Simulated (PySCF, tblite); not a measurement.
Calculations on `C=CC/C=[CH]\[GaH][Br]`, in the order of a workflow; each names the level of the geometry that it ran on. Settings lines and outputs come from a driver script.

Compound: C₅H₈BrGa.
SMILES with atom numbers: `[CH2:1]=[CH:2][CH2:3]/[CH:4]=[CH:5]\[GaH:6][Br:7]` (hydrogens: H8, H9 on C1; H10 on C2; H11, H12 on C3; H13 on C4; H14 on C5; H15 on Ga6)

Step 1: GFN2-xTB geometry optimisation, gas phase (tblite 0.8.0) (from a force-field or distance-geometry start)
```json
{"job": {"kind": "relax", "xc": "GFN2-xTB", "basis": "xTB"}, "charge": 0, "multiplicity": 1}
```
```
step      E/eV     max force
  0    -544.39590    2.119
  1    -544.57065    1.950
  2    -544.87690    1.381
...
238    -545.78463    0.013
239    -545.78466    0.013
240    -545.78468    0.014
241    -545.78471    0.010
242    -545.78473    0.010
```

Energy lowered by 32.0 kcal/mol over 242 steps; largest atomic force 0.010 eV/Å at the end. «max force» is the largest atomic force in eV/Å.

Time: 5.0 s. Hardware: an AMD EPYC 7R43 with one thread, no GPU, shared host.

Step 2: GFN2-xTB harmonic vibrations, gas phase (tblite 0.8.0) (on the GFN2-xTB geometry)
```json
{"job": {"kind": "ir", "xc": "GFN2-xTB", "basis": "xTB"}, "charge": 0, "multiplicity": 1}
```
```
(table of modes left out)
```

39 modes from 47 to 3048 cm⁻¹ (unscaled, harmonic); zero-point energy 66.8 kcal/mol; all wavenumbers are real at this level.

Time: 1.5 s of wall time. Hardware: one thread, AMD EPYC 7R43 (x86_64), no GPU, shared host with 256 logical CPUs at a one-minute load of 163.

Step 3: TDDFT CAM-B3LYP/def2-SVPD, vertical, gas phase, core orbitals frozen in the response (PySCF 2.14.0, density-fitted response routines) (on the GFN2-xTB geometry)
```json
{"job": {"kind": "uv", "xc": "CAM-B3LYP", "basis": "def2-SVPD", "nstates": 8, "ntriplets": 3}, "charge": 0, "multiplicity": 1}
```
```
...
Static polarisability (au): isotropic 107.152, principal 95.346 99.944 126.167
Singlet excitations
state   eV       nm        f      main configurations
  1   5.7327    216.3   0.00730   H->L 0.53, H-1->L 0.35
  2   5.8156    213.2   0.00550   H-1->L 0.59, H->L 0.33
  3   6.1464    201.7   0.00780   H->L+1 0.68, H-3->L+1 0.12
  4   6.3009    196.8   0.00575   H-2->L 0.77
  5   6.5924    188.1   0.05699   H-1->L+1 0.31, H-3->L 0.22, H->L+3 0.16
  6   6.7412    183.9   0.07066   H-1->L+1 0.41, H->L+2 0.16, H->L+3 0.14
  7   6.8219    181.7   0.02910   H-3->L 0.18, H->L+4 0.17, H->L+2 0.10
  8   6.8590    180.8   0.05262   H-3->L 0.36, H-2->L+1 0.21
Triplet excitations (Tamm-Dancoff, eV): 4.3000 4.5321 5.5833
```

HOMO -8.75 eV, LUMO -0.11 eV; lowest singlet 5.73 eV; lowest triplet 4.30 eV (Tamm–Dancoff); mean polarisability 107.2 au.

Time: 98 s of wall time; peak memory 1.2 GiB. Hardware: an AMD EPYC 7R43 with one thread, shared host.

Geometry of the electronic-property runs (GFN2-xTB):
```
atom  x, y, z in Å
C1     0.2008   -1.6980   -0.5076
C2    -0.7965   -0.8393   -0.2715
C3    -1.0796   -0.2203    1.0532
C4    -0.4874    1.1678    1.1561
C5     0.5227    1.6246    0.4204
Ga6    1.3819    0.5430   -1.0405
Br7    0.6698    0.8852   -3.1877
H8     0.8108   -2.0861    0.2989
H9     0.3297   -2.1648   -1.4782
H10   -1.4433   -0.5231   -1.0870
H11   -0.6646   -0.8303    1.8629
H12   -2.1599   -0.1491    1.2025
H13   -0.9414    1.7799    1.9299
H14    0.8576    2.6383    0.6325
H15    2.7949   -0.1199   -1.0055
```

 (This holds for the electronic-property runs.)

One conformer stands for the species.
